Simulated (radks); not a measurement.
Results of a calculation; reference values are marked as such.
As+, configuration [Ar] 3d10 4s2 4p2.

Code: a radial shooting solver on a logarithmic mesh with Libxc functionals. Model: Dirac Kohn-Sham, PW91, spin-unpolarised, spherical densities, finite nucleus; open shells are shared between the two j in proportion to 2j + 1; Fermi nuclear charge, rms radius 4.0968 fm.

Energy parts (hartree):
total: -2261.07053
kinetic: 2312.03722
electron-nucleus: -5446.21094
Hartree: 957.04508
exchange-correlation: -83.94189

Orbitals (lengths in bohr, moments of r in powers of bohr; <r^-3> diverges for s and p1/2; r(max) is where P^2 peaks; r(90%) holds 90 % of the orbital's charge):
| orbital | occ. | eigenvalue (hartree) | r(90%) | r(max) | <r^-3> |
|---|---|---|---|---|---|
| 1s1/2 | 2 | -430.9852 | 0.0813 | 0.02973 | - |
| 2s1/2 | 2 | -54.98530 | 0.314 | 0.1702 | - |
| 2p1/2 | 2 | -49.17331 | 0.286 | 0.1342 | - |
| 2p3/2 | 4 | -47.82872 | 0.291 | 0.1372 | 1065 |
| 3s1/2 | 2 | -7.35047 | 0.894 | 0.5217 | - |
| 3p1/2 | 2 | -5.39746 | 0.936 | 0.5152 | - |
| 3p3/2 | 4 | -5.21259 | 0.952 | 0.5238 | 147.6 |
| 3d3/2 | 4 | -1.87158 | 1.13 | 0.4749 | 17.31 |
| 3d5/2 | 6 | -1.84475 | 1.14 | 0.4777 | 16.79 |
| 4s1/2 | 2 | -0.86157 | 2.79 | 1.593 | - |
| 4p1/2 | 0.666667 | -0.50108 | 3.48 | 1.878 | - |
| 4p3/2 | 1.33333 | -0.48868 | 3.54 | 1.910 | 9.957 |

The highest occupied level is 4p3/2 at -13.298 eV. Summed over all electrons, <r^2> = 30.06 bohr^2, which gives a Langevin (diamagnetic) susceptibility term of -23.8 x 10^-6 cm^3/mol. The density falls to 0.001 e/bohr^3 at r = 3.95 bohr.
